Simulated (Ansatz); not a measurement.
`BCB[SiH2]F` + `[SiH3]P` → `F[SiH2]P[SiH3]` + `BCB`  (cleavage of the Si–B bond)

Computed with Ansatz on PBE0-D4/def2-TZVP structures; ΔE is electronic, products minus reactants. CCSD(T)/CBS is the MP2 limit (def2-TZVPP, def2-QZVPP) plus CCSD(T) − MP2 in def2-TZVPP, frozen cores. This one scheme is used for every species. Functionals use def2-TZVPP. Each species was taken in one conformer, which may not be the lowest.

| level | ΔE (kJ/mol) | difference from CCSD(T)/CBS |
| --- | --- | --- |
| LDA (SPW92) | -38.6 | 8.1 |
| PBE-D4 | -42.0 | 4.7 |
| r2SCAN-D4 | -45.5 | 1.2 |
| B2PLYP | -43.7 | 3.0 |
| PBE | -39.3 | 7.4 |
| revPBE | -38.5 | 8.2 |
| r2SCANh | -45.9 | 0.8 |
| r2SCAN0 | -46.8 | -0.1 |
| BHLYP | -41.8 | 4.9 |
| HF/def2-SVP | -36.1 | 10.6 |
| MP2/def2-SVP | -40.4 | 6.3 |
| HF/def2-TZVPP | -42.7 | 4.0 |
| SCS-MP2/def2-TZVPP | -47.9 | -1.2 |
| CCSD(T)/def2-TZVPP | -43.3 | 3.4 |
| MP2/def2-QZVPP | -53.8 | -7.1 |
| MP2/CBS(def2) | -55.1 | -8.4 |
| CCSD(T)/CBS | -46.7 | 0 |

Largest T1 diagnostic among the species: 0.013.

The D4 term adds −4.6 kJ/mol with B3LYP and −2.3 kJ/mol with PBE0; it sums over pairs of atoms, weighted by their polarisabilities, and B3LYP, whose exchange is more repulsive, gets the larger term. At CCSD(T), def2-SVP lies +14.1 kJ/mol from the extrapolated value and def2-TZVPP +3.4 kJ/mol.

B3LYP here is the variant with VWN-RPA as its local correlation; programs differ in this.
